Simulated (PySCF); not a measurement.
Isomers of CH8O3Si3. The calculation used PySCF, PBE0-D3(BJ)/def2-SVP geometry optimisation, gas phase. One conformer each; no zero-point energy, no entropy. No frequencies were run at this level. Point groups hold within 0.08 Å.

Question: Order them by energy at this level, lowest first, and give relative energies in kcal/mol.
A. `C[SiH]1O[SiH2]O[SiH2]O1`
B. `[O:1]=[CH:2][SiH2:3][O:4][SiH2:5][O:6][SiH3:7]` with O1–C2–Si3–O4 180°, C2–Si3–O4–Si5 -177°, Si3–O4–Si5–O6 -16°, O4–Si5–O6–Si7 -7°

Answer: A (0.0), B (98.3).

As drawn, the higher has a C=O bond, which the lower lacks.

| SMILES | E (Eh) | E rel (kcal/mol) | dipole (D) | point group | A, B, C (MHz) |
| --- | --- | --- | --- | --- | --- |
| C[SiH]1O[SiH2]O[SiH2]O1 | -1136.22287 | 0.0 | 0.92 | – | 2128, 1400, 934.7 |
| O=C[SiH2]O[SiH2]O[SiH3] | -1136.06626 | 98.3 | 1.97 | C1 | 3032, 603.0, 513.7 |

How do the relative energies change in single points at PBE0/pcSseg-1 (no added dispersion term) on the same geometries?

| SMILES | PBE0-D3(BJ)/def2-SVP (kcal/mol) | PBE0/pcSseg-1 (kcal/mol) | shift |
| --- | --- | --- | --- |
| C[SiH]1O[SiH2]O[SiH2]O1 | 0.0 | 0.0 | 0.0 |
| O=C[SiH2]O[SiH2]O[SiH3] | 98.3 | 96.2 | -2.1 |

Each column counts from its own lowest isomer. The order is unchanged; the largest shift is 2.1 kcal/mol.
